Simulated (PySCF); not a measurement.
Point-charge models of `Cc1ccc(F)pc1` against its computed dipole.

Coordinates (PBE0-D3(BJ)/def2-SVP, Å) and charges (e) from the PBE0/pcSseg-1 density (PySCF):

| atom | x | y | z | Mulliken | IAO | Hirshfeld | ESP-fitted |
| --- | --- | --- | --- | --- | --- | --- | --- |
| C1 | -2.064 | -0.328 | 0.446 | -0.1501 | -0.4170 | -0.1111 | -0.5314 |
| C2 | -0.636 | 0.040 | 0.147 | -0.2659 | +0.0209 | +0.0095 | +0.0537 |
| C3 | 0.326 | -0.965 | -0.017 | -0.0705 | -0.1401 | -0.0404 | +0.0141 |
| C4 | 1.661 | -0.721 | -0.327 | -0.0920 | -0.1759 | -0.0644 | -0.5083 |
| C5 | 2.172 | 0.556 | -0.504 | +0.0367 | +0.0739 | +0.0260 | +0.4550 |
| F6 | 3.474 | 0.655 | -0.795 | -0.2690 | -0.2592 | -0.0827 | -0.1991 |
| P7 | 1.277 | 2.051 | -0.371 | +0.4517 | +0.3470 | +0.0707 | -0.1871 |
| C8 | -0.279 | 1.383 | 0.007 | -0.3820 | -0.3802 | -0.1075 | -0.1170 |
| H9 | -2.133 | -1.301 | 0.952 | +0.1240 | +0.1466 | +0.0476 | +0.1621 |
| H10 | -2.652 | -0.397 | -0.484 | +0.1451 | +0.1558 | +0.0487 | +0.1657 |
| H11 | -2.548 | 0.426 | 1.084 | +0.1293 | +0.1499 | +0.0486 | +0.1545 |
| H12 | 0.014 | -2.006 | 0.107 | +0.0927 | +0.1519 | +0.0533 | +0.1330 |
| H13 | 2.357 | -1.558 | -0.437 | +0.1230 | +0.1674 | +0.0565 | +0.2314 |
| H14 | -1.070 | 2.129 | 0.153 | +0.1272 | +0.1589 | +0.0450 | +0.1735 |

Question: What dipole does each set of charges give (1 e·Å = 4.803 D), and what does the density give?

Answer: The full density gives (-2.42, -1.77, 0.55) D, 3.05 D in size; dipole vectors point from the negative to the positive end.

```tsv
scheme	μx	μy	μz	size (D)	share of the full size (%)	angle to the full dipole (°)
Mulliken	-3.32	0.69	0.55	3.44	113	47
IAO	-2.70	0.19	0.52	2.76	91	40
Hirshfeld	-1.33	-0.39	0.30	1.41	46	20
ESP-fitted	-2.42	-1.74	0.55	3.03	100	0
```

Question: Which set comes closest?

Answer: Length of the difference vector: ESP-fitted 0.03 D, Hirshfeld 1.78 D, IAO 1.99 D, Mulliken 2.63 D. Closest: ESP-fitted. ESP charges are fitted to the potential around the molecule, whose slowest-falling term is the dipole's. The schemes that divide the density aren't constrained to reproduce the dipole.

Question: What is left for the Hirshfeld atoms' own dipoles?

Answer: The Hirshfeld atoms' densities add up to the full density, so μ = Σ q r + Σ (atomic dipoles). The atomic dipoles sum to (-2.42, -1.77, 0.55) − (-1.33, -0.39, 0.30) = (-1.09, -1.38, 0.25) D, 1.78 D in size.

Question: With the origin at the mean of the coordinates, (-0.007, -0.003, -0.003) Å, which are the largest single terms, by size, of the Mulliken dipole along the direction of the full one?

Answer: P7 -4.94, F6 +4.25, H10 +1.56, H9 +1.56, C1 -1.37 D; all 14 atoms together +2.33 D. The single terms depend on the origin, their sum doesn't.

Question: Give the size of the full dipole in other units.

Answer: 3.05 D = 1.198 au = 0.634 e·Å = 10.16 × 10⁻³⁰ C·m.

Geometry: PBE0-D3(BJ)/def2-SVP; no solvent, vibrations or thermal averaging.

These values come from a run that also computed NMR shieldings. Hardware: one thread, Arm Neoverse V1 (aarch64), no GPU (shared host). Cost: 26 s of wall time (grids of density and orbitals included), 0.81 GiB resident at most.
